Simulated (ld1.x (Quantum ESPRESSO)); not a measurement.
**Building the ultrasoft potential for carbon (LDA (PZ), scalar-relativistic).**

* Element: carbon (C)
* Generator: ld1.x (Quantum ESPRESSO) 7.5
* Type: ultrasoft
* Functional: LDA (PZ)
* Relativity: scalar-relativistic
* Frozen core: [He]
* Valence charge: 4
* Reference configuration: 2s2 2p2
* Partial waves: 2s (bound): rcut 0.90, rcutus 1.15 bohr; 2s channel at -0.7 Ry: rcut 0.90, rcutus 1.15 bohr; 2p (bound): rcut 1.55, rcutus 1.95 bohr; 2p channel at 2.35 Ry: rcut 1.55, rcutus 1.95 bohr
* Local potential: all-electron potential smoothed inside 1.00 bohr (lloc = -2)
* Core correction: a·sin(br)/r model core, default radius (core density twice the valence density)
* Augmentation charge: PSQ, inside the norm-conserving radii

All-electron outer shells of the reference configuration (LDA (PZ), scalar-relativistic, ld1.x):

```tsv
shell	level (eV)	outermost node (bohr)	outermost maximum (bohr)
1s	-270.81	–	0.18
2s	-13.64	0.38	1.22
2p	-5.42	–	1.19
```

Calculated quality:

- Cutoffs needed: 18 Ry and 30 Ry (the cutoffs (Ry, on a coarse ladder) from which the occupation-weighted sum of valence levels, in a spherical-Bessel basis at the reference potential, stays within 10 and 1 mRy of its value at 400 Ry)
- Ghost test: no extra level below or beside the all-electron valence levels (s, p, d, f tested) (spherical-Bessel basis up to 400 Ry, 20 bohr box)
- Largest excitation error: +175 meV (all-electron minus pseudo) for 2s1 2p0, out of 7 test configurations
- Lowest eigenvalue of the overlap operator: 0.37 (p channel)
- Density cutoff estimated by the generator: 224 Ry

Generation and tests took about 0.79 s on one core of a shared server CPU.
